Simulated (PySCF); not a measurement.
# Correlation energy of As⁺ (arsenic, charge +1)

[Ar] 3d10 4s2 4p2, high-spin 3P determinant. All numbers are calculated (PySCF 2.14, the non-relativistic Hamiltonian (point nucleus), in def2-TZVPPD (7s5p5d1f, 54 functions)). Frozen: [Ne]; 22 electrons correlated.

```
  level  correlation energy (mhartree)
   CCSD                        -273.72
    (T)                          -7.36
CCSD(T)                        -281.08
```

Diagnostics: T1 = 0.0062, D1 = 0.0241, largest double amplitude 0.091.

Question: Is a single reference adequate?

Answer: Mostly. T1 lies below 0.03, but a double amplitude of this size points to a near-degeneracy that CCSD handles and MP2 describes poorly.

This basis was not built for core-valence correlation, so the inner-shell part is incomplete.
